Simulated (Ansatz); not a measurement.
Start from `BC(C)Cl` and change one atom or group to get `BC(Cl)I`.

Ansatz, PBE0-D4/def2-TZVP geometries, multiplicity 1.  `BC(C)Cl` holds a close contact that its SMILES doesn't draw: Cl···B 2.13 Å. `BC(Cl)I` holds a close contact that its SMILES doesn't draw: I···B 2.47 Å.

Elements past krypton have def2 core potentials.  Spin–orbit coupling is left out; it splits and shifts lone-pair levels of the heavy atoms by tenths of an eV.

```
                                                                                  property  `BC(C)Cl`
                                                       HOMO–LUMO gap (PBE/def2-TZVPP) / eV       5.93
                                          size of the dipole moment (B3LYP/def2-TZVPP) / D       1.98
                                                   HOMO–LUMO gap (ωB97M-V/def2-TZVPP) / eV      12.48
ideal-gas entropy at 298 K and 1 bar (rigid rotor, harmonic PBE0-D4/def2-TZVP) / J/(mol·K)        300
                                            size of the dipole moment (PBE/def2-TZVPP) / D       1.98
                                        size of the dipole moment (ωB97M-V/def2-TZVPP) / D       1.98
```

What does the change do to each property? (An estimate is asked.)

Ansatz gave: 
```csv
property,`BC(Cl)I`,shift
HOMO–LUMO gap (PBE/def2-TZVPP) / eV,3.79,-2.14
size of the dipole moment (B3LYP/def2-TZVPP) / D,1.14,-0.84
HOMO–LUMO gap (ωB97M-V/def2-TZVPP) / eV,9.97,-2.51
"ideal-gas entropy at 298 K and 1 bar (rigid rotor, harmonic PBE0-D4/def2-TZVP) / J/(mol·K)",321,21
size of the dipole moment (PBE/def2-TZVPP) / D,1.20,-0.78
size of the dipole moment (ωB97M-V/def2-TZVPP) / D,1.14,-0.84
```

With PBE0 the HOMO rises by 0.78 eV and the LUMO falls by 1.72 eV, so the gap narrows by about 2.50 eV. PBE moves the HOMO by 0.60 eV and ωB97M-V by 0.89 eV. The zero-point energy changes by -100.3 kJ/mol with -9 modes. Dipoles are sizes alone; their direction can turn.

B3LYP here is the variant with VWN-RPA as its local correlation; programs differ in this.
